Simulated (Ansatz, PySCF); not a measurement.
Complex: C2H6 (SMILES CC) (first 8 atoms) with CH3Br (SMILES CBr); geometry from B3LYP-D3(BJ)/def2-TZVP, rigid monomers moved along the line of their centres of mass till C2···H11 is 3.94 Å.
(charge 0, multiplicity 1):
```xyz
13

C      0.716    -0.471     0.110
C     -0.540     0.300     0.506
H      0.530    -1.122    -0.747
H      1.077    -1.095     0.929
H      1.527     0.209    -0.158
H     -0.894     0.929    -0.313
H     -0.348     0.950     1.361
H     -1.356    -0.376     0.772
C      0.642    -0.961     5.046
Br     1.911     0.528     5.025
H     -0.093    -0.776     4.271
H      0.182    -0.986     6.028
H      1.199    -1.871     4.850
```

Interaction energies are E(AB) − E(A) − E(B) at the monomers' geometry in the complex; basis-set methods are counterpoise corrected.

Frozen-core correlation. Filled d and f shells under p-block atoms count as core.

Run with Ansatz (an electronic-structure program); PySCF for the dispersion terms. Each number belongs to the level named beside it.

PBE/def2-TZVPPD gives -10.7 meV for the interaction energy.

Task: Where do these levels fall relative to PBE: PBE-D3(BJ)/def2-TZVPPD, r2SCAN/def2-TZVPPD, B3LYP/def2-TZVPPD, wB97M-V/def2-TZVPPD, MP2/aug-cc-pVDZ, CCSD(T)/aug-cc-pVDZ.

Result: PBE-D3(BJ)/def2-TZVPPD -21.0; r2SCAN/def2-TZVPPD 1.4; B3LYP/def2-TZVPPD 15.4; wB97M-V/def2-TZVPPD -12.9; MP2/aug-cc-pVDZ -12.6; CCSD(T)/aug-cc-pVDZ -11.6 meV. 2 of 6 lie above PBE; the widest gap is to PBE-D3(BJ)/def2-TZVPPD.
